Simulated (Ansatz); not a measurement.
`C[N](C)[InH][Br]` + H₂O → `[OH][InH][Br]` + `CNC` at 500 K and 1 bar (formal hydrolysis of the In–N bond).

Computed with Ansatz on PBE0-D4/def2-TZVP structures; ΔE is electronic, products minus reactants. CCSD(T)/CBS adds triple-zeta CCSD(T) − MP2 to the extrapolated MP2 energy (def2 sets, frozen cores). This one scheme is used for every species. Elements past krypton have def2 core potentials. For Br, In outer-core shells are correlated without core-valence functions, which leaves a few kJ/mol of doubt a bond. Scalar relativity is left out up to krypton. Each species was taken in one conformer, which may not be the lowest.

```csv
species,CCSD(T)/CBS energy (Eh),H − E (kJ/mol),S (J/(mol·K))
`C[N](C)[InH][Br]`,-2898.19389,284.4,465.0
H₂O,-76.37941,73.2,206.3
`[OH][InH][Br]`,-2839.57190,84.5,367.3
`CNC`,-135.00321,273.8,313.8
```

H − E and S are ideal-gas, rigid-rotor, harmonic terms from PBE0-D4/def2-TZVP, for one conformer and one mirror image of each species. 1 Eh = 2625.50 kJ/mol, R = 8.31446 J/(mol·K).

Question: By hand: ΔE, ΔH, ΔS and ΔG.

Answer: ΔE = (-2839.57190) + (-135.00321) − (-2898.19389) − (-76.37941) = -0.00181 Eh = -4.8 kJ/mol. Δ(H − E) = 84.5 + 273.8 − 284.4 − 73.2 = 0.7, so ΔH = -4.1 kJ/mol. ΔS = 367.3 + 313.8 − 465.0 − 206.3 = 9.8 J/(mol·K). ΔG = -4.1 − 500 × (9.8)/1000 = -9.0 kJ/mol.

Question: By hand: the equilibrium constant, and the temperature at which ΔG would vanish if ΔH and ΔS stayed fixed.

Answer: log₁₀ K = −ΔG/(RT ln 10) = 0.9. ΔH and −TΔS have one sign here, so there is no such temperature.

TΔS isn't small against ΔH here. A doubt of 5 kJ/mol in ΔE shifts log₁₀ K by 0.5 here. Other conformers and mirror images would add mixing entropy, several J/(mol·K) or more a flexible species. These are equilibria of isolated gas molecules and say nothing of rates. Largest T1 diagnostic: 0.014 (customary marks: 0.02 for closed shells, 0.045 for open ones).

ΔS is within the doubt of such terms, so its sign, and with it that verdict, could turn.
